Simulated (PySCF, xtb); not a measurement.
CH₆BClO₂Si, SMILES OB(O)C[SiH2]Cl.

Geometry optimised at PBE0-D3(BJ)/def2-SVP. This is a generated structure with no PubChem entry under its InChIKey; it may be hypothetical. One conformer was computed; it need not be the lowest.

Method: PySCF 2.14.0 with IEF-PCM-M06-2X/def2-SVP.

The values are the electrostatic part of the solvation free energy, E(continuum) − E(gas) at the gas-phase geometry, in a cavity of scaled van der Waals radii (PySCF's table); cavitation and dispersion terms are not included. In vacuum the orbital gap is 10.80 eV. The dipole moment in vacuum is 1.27 D.

```tsv
solvent	ε	ΔG(elec) (kcal/mol)	dipole (D)	gap (eV)
water	78.36	-9.7	1.51	10.93
ethylethanoate	5.99	-7.3	1.44	10.91
diethylether	4.24	-6.4	1.41	10.90
```

For comparison, GFN2-xTB/ALPB(water) (xtb, at the GFN2-xTB geometry, all terms of that model) gives -8.6 kcal/mol.
